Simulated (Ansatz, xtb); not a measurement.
**Two structures of C4H4ClFSi**

We compare a, a triplet given by its coordinates, with b, `FC1=C[Si@H](Cl)C=C1`, a singlet. Both are isolated molecules in the gas phase, relaxed with B3LYP/def2-SVP.

a (Å):

```xyz
11

C    -1.5390   -0.7033    0.4671
C    -0.3685    0.1405    0.2588
C     0.8271   -0.5196    0.0722
C     0.7658   -1.9758    0.1074
Cl   -1.3635   -3.6137    2.0731
F    -1.6603   -3.3349   -0.8151
Si   -0.9910   -2.4623    0.3862
H    -2.5225   -0.2647    0.6488
H    -0.4341    1.2320    0.2538
H     1.7659    0.0174   -0.0895
H     1.6692   -2.5790   -0.0053
```

Close contacts (Å): C1–C2 1.46, C1–Si7 1.84, C2–C3 1.38, C3–C4 1.46, C4–Si7 1.84, Cl5–Si7 2.08, F6–Si7 1.63, C1–H8 1.09, C2–H9 1.09, C3–H10 1.09, C4–H11 1.09.

b (Å):

```json
{"atom": "C", "x (Å)": "0.5350", "y (Å)": "-1.3556", "z (Å)": "-0.6980"}
{"atom": "C", "x (Å)": "-0.7747", "y (Å)": "-1.3130", "z (Å)": "-1.0031"}
{"atom": "C", "x (Å)": "-0.0491", "y (Å)": "-1.2872", "z (Å)": "1.6299"}
{"atom": "C", "x (Å)": "0.9527", "y (Å)": "-1.3428", "z (Å)": "0.7302"}
{"atom": "Cl", "x (Å)": "-2.8284", "y (Å)": "0.3941", "z (Å)": "0.9667"}
{"atom": "F", "x (Å)": "1.5235", "y (Å)": "-1.4082", "z (Å)": "-1.5934"}
{"atom": "Si", "x (Å)": "-1.6533", "y (Å)": "-1.2954", "z (Å)": "0.6420"}
{"atom": "H", "x (Å)": "-1.1433", "y (Å)": "-1.3177", "z (Å)": "-2.0288"}
{"atom": "H", "x (Å)": "-2.5193", "y (Å)": "-2.4752", "z (Å)": "0.8994"}
{"atom": "H", "x (Å)": "0.1234", "y (Å)": "-1.2693", "z (Å)": "2.7077"}
{"atom": "H", "x (Å)": "2.0219", "y (Å)": "-1.3768", "z (Å)": "0.9641"}
```

Task: Estimate which is lower in electronic energy at CCSD(T)/def2-SVP + ΔMP2/def2-TZVPP, and by roughly how much.

Result: Too close to call at this level: CCSD(T)/def2-SVP + ΔMP2/def2-TZVPP gives E(b) − E(a) = +0.030 eV.

Level by level:

```json
{"level": "B3LYP/def2-SVP", "geometry": "B3LYP/def2-SVP", "E(b) − E(a) (eV)": "−0.046", "departure from the last row (eV)": "−0.076", "job, with rough time for the two": "optimisation, 91 s"}
{"level": "HF/def2-SVP", "geometry": "B3LYP/def2-SVP", "E(b) − E(a) (eV)": "+0.737", "departure from the last row (eV)": "+0.707", "job, with rough time for the two": "part of the CCSD(T) run"}
{"level": "MP2/def2-SVP", "geometry": "B3LYP/def2-SVP", "E(b) − E(a) (eV)": "−0.297", "departure from the last row (eV)": "−0.328", "job, with rough time for the two": "part of the CCSD(T) run"}
{"level": "CCSD(T)/def2-SVP", "geometry": "B3LYP/def2-SVP", "E(b) − E(a) (eV)": "−0.130", "departure from the last row (eV)": "−0.160", "job, with rough time for the two": "single point"}
{"level": "CCSD(T)/def2-SVP + ΔMP2/def2-TZVPP", "geometry": "B3LYP/def2-SVP", "E(b) − E(a) (eV)": "+0.030", "departure from the last row (eV)": "", "job, with rough time for the two": "single point, 3.1 min"}
```

The largest departure from CCSD(T)/def2-SVP + ΔMP2/def2-TZVPP is that of HF/def2-SVP, 0.707 eV. At CCSD(T)/def2-SVP + ΔMP2/def2-TZVPP a singlet with the links of a lies below this triplet. Levels run at GFN2-xTB geometries aren't shown. The last row adds to CCSD(T) the change of the MP2 difference between the two basis sets, here +0.160 eV, a large step that makes the value less sure.

With thermal terms from frequencies at re-optimised GFN2-xTB minima (ideal gas, soft modes damped towards free rotors, one conformer each, 298.15 K, 1 atm): the zero-point term adds +0.009 eV; ΔH is +0.022 and ΔG +0.058 eV.

Open shells are spin-unrestricted. The correlated steps freeze 15 core orbitals. ΔG holds the spin degeneracy. Mirror images aren't counted in ΔG. Programs: Ansatz 0.2.0, xtb 6.7.1; the last row on 2 threads of Intel(R) Xeon(R) Processor @ 2.70GHz on a shared host.
